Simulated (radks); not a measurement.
Values are calculated unless marked as measured or tabulated.
Ionisation of Ge+, [Ar] 3d10 4s2 4p1, to Ge2+, [Ar] 3d10 4s2, under several functionals. Non-relativistic Kohn-Sham, spin-polarised, spherical densities, point nucleus; open shells are filled with parallel spins first; a radial shooting solver on a logarithmic mesh with Libxc functionals.

functional,E(Ge+) (hartree),Exc (hartree),IE (eV),-e(HOMO) (eV),<r> HOMO (bohr),IE error (eV)
exchange-only r2SCAN,-2075.13791,-77.19737,14.873,11.131,2.557,-1.062
AM05,-2073.68293,-75.68251,15.668,11.664,2.534,-0.266
Tao-Mo meta-GGA,-2076.12974,-78.16292,15.615,11.655,2.535,-0.319
exchange-only B88,-2075.25808,-77.27896,15.002,11.029,2.585,-0.932
RPBE,-2076.58629,-78.63552,15.615,11.649,2.555,-0.319
revTPSS,-2076.10289,-78.13281,15.634,11.713,2.530,-0.300
PBEsol,-2074.86957,-76.88595,15.717,11.714,2.537,-0.218

NIST Atomic Spectra Database: 15.935 eV (measured). Closest: PBEsol. The Delta-SCF values span 0.84 eV, the total energies 2.90 hartree. The highest occupied level is 4p. Open shells are spherical and high-spin; term and fine-structure splittings are not resolved.
